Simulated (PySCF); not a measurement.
Broadened absorption spectrum of C5H15PSi

C5H15PSi.
SMILES: `CC[C@@H](C)P[SiH2]C`

Method used: PySCF 2.14.0, density-fitted response routines, TDDFT CAM-B3LYP/def2-SVPD, vertical, gas phase, core orbitals frozen in the response. One conformer (not necessarily the lowest) at the PBE0-D3(BJ)/def2-SVP geometry, without solvent, vibrations or thermal averaging.

Computed states:

```json
{"state": "S1", "E (eV)": "5.81", "f": "0.028"}
{"state": "S2", "E (eV)": "6.26", "f": "0.069"}
{"state": "S3", "E (eV)": "6.76", "f": "0.174"}
{"state": "S4", "E (eV)": "7.18", "f": "0.0049"}
{"state": "S5", "E (eV)": "7.36", "f": "0.0060"}
{"state": "S6", "E (eV)": "7.54", "f": "0.062"}
{"state": "S7", "E (eV)": "7.62", "f": "0.018"}
{"state": "S8", "E (eV)": "7.66", "f": "0.025"}
{"state": "S9", "E (eV)": "7.83", "f": "0.024"}
{"state": "S10", "E (eV)": "8.00", "f": "0.0052"}
```

Each state is given a Gaussian of 0.3 eV full width at half maximum, with ε(max) = 2.175×10⁸ f / Δν̃ (Δν̃ the width in cm⁻¹). The width is an assumption, not a result. The curve ends short of the highest state used, and states not computed would add to its high-energy end.

Question: What does the envelope look like, and where are its maxima?

Answer: 
E (eV), ε (L mol⁻¹ cm⁻¹) and a bar:
```
     5.36          5 
     5.45         49 
     5.53        235 
     5.62        850 ##
     5.71       1867 ####
     5.80       2499 #####
     5.89       2110 ####
     5.98       1561 ###
     6.07       2377 #####
     6.16       4664 #########
     6.25       6211 ############
     6.33       5365 ##########
     6.42       3270 ######
     6.51       3341 #######
     6.60       7627 ###############
     6.69      13758 ###########################
     6.78      15370 ##############################
     6.87      10455 ####################
     6.96       4399 #########
     7.05       1361 ###
     7.13        751 #
     7.22       1008 ##
     7.31       2033 ####
     7.40       4357 ########
```

Maxima: 213 nm (5.81 eV), ε about 2500, made up of S1 (99%); 198 nm (6.26 eV), ε about 6200, made up of S2 (100%); 184 nm (6.76 eV), ε about 16000, made up of S3 (100%) (ε in L mol⁻¹ cm⁻¹; maxima over ε = 5, shares over 10%). At its high-energy end, 7.40 eV, the curve is still rising (ε about 4400, from S5 and S6).

Question: What would ε be at 6.76 eV, the highest of these maxima, with half the width (0.15 eV)?

Answer: About 31200 L mol⁻¹ cm⁻¹ against 15700, a factor of about 1.99; a lone state at its own centre would give exactly 2.

Question: Coming from long wavelengths, where does ε first pass 100 L mol⁻¹ cm⁻¹?

Answer: At about 226 nm (5.49 eV), 0.32 eV below S1.

Question: On this curve, what absorbance would a 10⁻³ mol/L sample give at 193 nm over a 1 cm path?

Answer: 193 nm is 6.424 eV, where ε is about 3200 L mol⁻¹ cm⁻¹, so A = ε c l ≈ 3.2 (Beer–Lambert, with the gas-phase spectrum and the assumed width).

All these states lie below the vertical ionisation energy of 8.62 eV (ΔSCF).

Hardware: one thread, Arm Neoverse V2 (aarch64), shared host. Cost: 2.0 min (with the writing of density and orbital grids), 1.3 GiB resident at most.

Without π bonds the low states are Rydberg-like; a valence basis with one diffuse set may place them up to an eV too high.
